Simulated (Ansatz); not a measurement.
A nudged elastic band was laid between two geometries of CH₆O₃Si (11 atoms, charge 0, multiplicity 1).

These are results of RKS PBE-D4/def2-SVP (Ansatz), not measurements.

```json
{
 "movable images": "5",
 "climbing image": "yes",
 "spring": "20.0 eV/Å²",
 "optimiser": "quadratic models (default)",
 "start path": "through a guess of the saddle point",
 "force threshold": "0.05 eV/Å",
 "iteration limit": "60",
 "end points": "relaxed"
}
```

First end point:

```xyz
11
Properties=species:S:1:pos:R:3
O -1.369 -0.245 1.277
Si -0.981 -0.656 -0.325
C 0.800 0.044 -0.475
O 0.600 1.455 -0.453
O 1.543 -0.411 0.640
H -1.397 0.723 1.397
H -1.939 -0.066 -1.325
H -1.003 -2.153 -0.377
H 1.385 -0.275 -1.369
H 1.485 1.866 -0.380
H 0.940 -0.337 1.412
```

Last end point:

```xyz
11
Properties=species:S:1:pos:R:3
O -1.232 -0.026 1.312
Si -0.971 -0.473 -0.303
C 0.860 0.077 -0.471
O 0.836 1.457 -0.790
O 1.506 -0.204 0.754
H -1.968 -0.456 1.779
H -1.915 0.223 -1.244
H -1.107 -1.966 -0.473
H 1.422 -0.510 -1.238
H 1.764 1.765 -0.763
H 0.870 0.056 1.457
```

Problem. What changes between the two ends?

Solution. No bond is made or broken. The dihedral H6–O1–Si2–H7 goes from -57 to 80°.

Problem. Give the energies along the band, and the barrier.

Solution. It converged. The highest image is number 4 of 0 to 6, 0.027 eV above the first end and 0.004 eV above the last; the last end lies 0.023 eV above the first. The top lies less than 8 meV above the higher end, about what the thresholds resolve: that end is a shoulder or a very shallow well. Another band between the same ends (5 images) ends at a top of the same energy, where a vibrational analysis finds 1 clearly imaginary mode.

```tsv
image	path coordinate (Å)	energy (eV)	dihedral H6–O1–Si2–H7 (°)
0	0.00	0.000	-57
1	0.39	0.002	-43
2	0.78	0.011	-25
3	1.16	0.022	0
4	1.55	0.027	33
5	1.81	0.025	57
6	2.07	0.023	80
```

Problem. What is the geometry of the highest image?

Solution. 
```xyz
11
Properties=species:S:1:pos:R:3:forces:R:3
O -1.180 -0.238 1.354 0.00 0.00 0.00
Si -0.954 -0.523 -0.303 0.00 0.00 0.00
C 0.872 0.049 -0.460 0.00 0.00 0.00
O 0.830 1.434 -0.758 0.00 0.00 0.00
O 1.521 -0.236 0.762 0.00 0.00 0.01
H -2.085 -0.073 1.664 0.00 0.00 0.00
H -1.934 0.266 -1.129 0.00 0.00 0.00
H -1.090 -1.988 -0.629 0.00 0.00 0.00
H 1.445 -0.519 -1.233 0.00 0.00 0.00
H 1.754 1.754 -0.717 0.00 0.01 0.00
H 0.887 0.015 1.471 0.01 0.00 0.00
```

Run time: 89 s on 2 threads of Intel(R) Xeon(R) Platinum 8375C CPU @ 2.90GHz (Ice Lake), on a shared host, peak memory 0.16 GiB.
